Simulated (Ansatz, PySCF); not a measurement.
This PySCF input computes a B3LYP/def2-TZVPD energy:

```python
from pyscf import gto, scf, dft

mol = gto.M(
    atom='''
    Sb    0.36954007   -0.02857774    0.44969742
    Cl    0.78583708    0.32362001   -1.75797415
    Cl   -1.89445728   -0.23788677    0.40888190
    ''',
    basis='def2-tzvpd',
    ecp='def2-tzvp',
    charge=1,
    spin=0,
    verbose=4,
)

mf = dft.RKS(mol, xc='b3lyp').density_fit(auxbasis='def2-universal-jkfit')
mf.grids.level = 3
mf.conv_tol = 1e-9
mf.max_cycle = 100
mf.max_memory = 1500
mf.kernel()
if not mf.converged:
    mf = mf.newton()
    mf.kernel(mf.make_rdm1())
mf.analyze()
```

Problem. Write an input for the same energy in Ansatz (an electronic-structure program) and say what it gives.

Solution. 
Ansatz 0.2 input:
```yaml
crystal:
  periodic: [false, false, false]
  atoms:
    - {symbol: Sb, position_ang: [0.36954007, -0.02857774, 0.44969742]}
    - {symbol: Cl, position_ang: [0.78583708, 0.32362001, -1.75797415]}
    - {symbol: Cl, position_ang: [-1.89445728, -0.23788677, 0.40888190]}
basis:
  gaussian:
    orbitals: def2-TZVPD
hamiltonian:
  xc: {name: B3LYP}
total_charge: 1
output: {forces: true}
```
It gives -1160.55927 Eh, and PySCF -1160.55930 Eh, a difference of 0.03 mEh, from the treatment of integrals and grids.

It need not be the lowest isomer of its formula.
